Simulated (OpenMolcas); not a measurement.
**Pt4+: moving or changing the point charges**

Pt4+ among 3 point charges of -2.5 e arranged as a planar triangle (D3h), 2.15 Å from the ion.

```yaml
Program: OpenMolcas 26.06
Method: CASSCF
Basis: ANO-RCC-VTZP [8s7p5d3f1g]
Scalar_Hamiltonian: DKH2, point nucleus
Active_space: 6 electrons in 5 orbitals (5d)
State_averaging: 2S+1 = 5 even, 5 roots; 2S+1 = 3 even, 45 roots; 2S+1 = 1 even, 50 roots
Spin-orbit_coupling: RASSI with atomic mean-field integrals over the reference wave functions
```

Runs around this geometry, states (labels of D3, the rotations of D3h). Energies in cm-1 above the lowest state or level, χT in cm3 K/mol.

```csv
R (Å),q (e),Ground state,First state of that spin,First gap with spin-orbit (degeneracies),χT at 300 K,First state of another spin
2.15,-1.62,5A1,5E 1578,"286.6 (1, 2)",4.199,3A1 20280
1.94,-2.5,5A1,5E 4752,"644.5 (1, 2)",2.765,3E 16900
2.15,-2.5,5A1,5E 3256,"461.8 (1, 2)",3.494,3E 19109
2.3,-2.5,5A1,5E 2571,"383.2 (1, 2)",3.823,3A1 20032
```

Taking the first state of the same spin as R^-n, n = -ln(2571 / 4752) / ln(2.3 / 1.94) = 3.6 between the shortest and longest distance.

Scaling the charges by -1.62 / -2.5 = 0.65 scales the first state of the same spin by 1578 / 3256 = 0.48; with fixed orbitals a first-order splitting would follow the charge.

Without dynamic correlation the repulsion within the d shell is too large (B by tens of per cent), so at a given field states of lower spin stand too high. Point charges give a weaker field than real ligands, and real ions of this kind are as a rule low spin; the high spin found here belongs to the model. Spin-orbit coupling mixes the spin-free states strongly: the lowest level takes only 52 % from its leading state, 5A1 (figures for R = 2.15, q = -1.62; the like holds for R = 1.94, q = -2.5, R = 2.15, q = -2.5, R = 2.3, q = -2.5). This is an electrostatic model: the charges have no orbitals. No measured value stands beside these numbers.
